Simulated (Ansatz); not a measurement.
Job for Ansatz (an electronic-structure program): U-CCSD(T)/def2-TZVPP on MgAl, 2S+1 = 2, a spin state set in the input, which need not be the lowest, a point of a bond scan (R = 2.899 Å).

Ansatz 0.2 input:
```yaml
crystal:
  periodic: [false, false, false]
  atoms:
    - {symbol: Mg, position_ang: [0.00000000, 0.00000000, 0.00000000]}
    - {symbol: Al, position_ang: [0.00000000, 0.00000000, 2.89936000]}
basis:
  gaussian:
    orbitals: def2-TZVPP
    pivot_positions_ang: [[0.00000000, 0.00000000, 0.00000000], [0.00000000, 0.00000000, 2.89936000]]
magnetization: {spin_polarized: true, initial_magnetization: 1}
correlation: {method: ccsd_t, electrons: valence}
output: {orbitals: {seedname: ./end}}
```

Output:

```
Functional definition: HF
[...]
integrals: 0.07 GiB planned
576 factors; integrals over basis functions are off by at most 1.8e-4 eV
mean field: 0.16 GiB planned
mean field evaluation 1: about -12012.9754 eV, gradient 2.9e0 eV
mean field evaluation 2: about -12012.9896 eV, gradient 2.9e0 eV
mean field evaluation 4: about -12013.1984 eV, gradient 5.1e-1 eV
mean field evaluation 8: about -12013.2146 eV, gradient 2.1e-1 eV
mean field evaluation 16: about -12013.3474 eV, gradient 1.8e-3 eV
mean field evaluation 32: about -12013.2026 eV, gradient 6.1e-2 eV
mean field evaluation 64: about -12013.2695 eV, gradient 1.7e-1 eV
mean field evaluation 96: about -12013.0782 eV, gradient 1.6e-6 eV
mean field evaluation 128: about -12013.3468 eV, gradient 1.1e-1 eV
mean field evaluation 160: about -12013.0782 eV, gradient 5.4e-4 eV
mean field evaluation 192: about -12013.3474 eV, gradient 5.0e-6 eV
mean field evaluation 224: about -12013.3473 eV, gradient 3.7e-2 eV
mean field evaluation 256: about -12013.2846 eV, gradient 2.6e-2 eV
mean field evaluation 288: about -12013.0782 eV, gradient 9.9e-4 eV
mean field evaluation 320: about -12011.0135 eV, gradient 6.2e-1 eV
mean field evaluation 352: about -12012.2500 eV, gradient 6.4e-2 eV
mean field evaluation 384: about -12010.7284 eV, gradient 3.2e0 eV
mean field evaluation 416: about -12011.0466 eV, gradient 4.9e0 eV
mean field evaluation 448: about -12011.5939 eV, gradient 3.5e-1 eV
mean field evaluation 480: about -12011.6377 eV, gradient 1.3e-1 eV
mean field evaluation 512: about -12012.1130 eV, gradient 5.5e0 eV
mean field evaluation 544: about -12010.5609 eV, gradient 1.6e-1 eV
mean field evaluation 576: about -12010.5900 eV, gradient 2.9e-1 eV
mean field evaluation 608: about -12010.6110 eV, gradient 4.6e-1 eV
mean field evaluation 640: about -12011.6335 eV, gradient 1.1e-1 eV
mean field evaluation 672: about -12010.2270 eV, gradient 4.8e0 eV
mean field evaluation 704: about -12009.6164 eV, gradient 6.7e0 eV
mean field -12013.34740257 eV, -441.4823741051 hartree, gradient 5.0e-6 eV, S^2 1.259169; 21 other end points of the search recorded, 0 dependent functions left out
determinant -12013.34740257 eV, -441.4823741051 hartree, with singles and doubles -12020.35687878 eV, -441.7399676047 hartree
determinant -12013.28512047 eV, -441.4800852802 hartree, with singles and doubles -12020.26466928 eV, -441.7365789681 hartree
determinant -12013.07817619 eV, -441.4724802181 hartree, with singles and doubles -12020.14993326 eV, -441.7323624969 hartree
determinant -12012.25034687 eV, -441.4420580519 hartree, with singles and doubles -12018.64703816 eV, -441.6771321207 hartree
determinant -12011.63401033 eV, -441.4194081015 hartree, with singles and doubles -12018.34578770 eV, -441.6660613708 hartree
determinant -12010.86214057 eV, -441.3910424111 hartree, with singles and doubles -12018.40912323 eV, -441.6683889085 hartree
determinant -12013.34740257 eV, -441.4823741051 hartree, with singles and doubles -12020.32684970 eV, -441.7388640564 hartree
determinant -12013.28512047 eV, -441.4800852802 hartree, with singles and doubles -12020.28129785 eV, -441.7371900566 hartree
determinant -12013.07817619 eV, -441.4724802181 hartree, with singles and doubles -12020.09418476 eV, -441.7303137773 hartree
determinant -12013.20246655 eV, -441.4770478047 hartree, with singles and doubles -12020.40685473 eV, -441.7418041868 hartree
6 core orbitals not correlated, not the lowest: weight in the atoms' cores, before any rotation towards them, 1.000 or more for the frozen orbitals, at most 0.000 for the correlated occupied ones
reference -12013.34740257 eV, -441.4823741051 hartree; 7, 6 occupied and 61, 62 virtual orbitals, 576 factors
second order -6.08768826 eV of doubles, -0.00000000 eV of singles
coupled cluster: 0.24 GiB planned
cycle   1  -6.97944741 eV  change   -2.8e-7 eV  update   1.3e-6
coupled cluster: 0.24 GiB planned
perturbative correction -0.19525017 eV, -0.0071753112 hartree
Total energy: -12020.52210014 eV, -441.7460393778 hartree
```

The calculation finished and met its thresholds. Its determinant has ⟨S²⟩ = 1.26, a mixture of spin states.

Cost: roughly 70 core-seconds.
